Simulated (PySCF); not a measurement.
Ge(H)(OH) (GeH2O), SMILES [OH][GeH] (connectivity only; charge and spin as stated), neutral, multiplicity 1. Geometry optimised at PBE0-D3(BJ)/def2-TZVP.

PySCF with TDA-LC-ωPBE/def2-TZVPD puts the lowest singlet excitations at 3.42, 6.02, 6.08, 6.91, 7.12, 8.30 eV.

Question: What are the lowest excitation roots from ADC(2)/aug-cc-pVDZ (PySCF 2.14.0)? (The exact figures need the calculation; the answer reports its results.)

Answer: 3.48, 5.56, 5.74, 5.83, 6.41, 7.33 eV. S1 differs by 0.06 eV (second minus first; roots are paired by order, and the bases may differ).
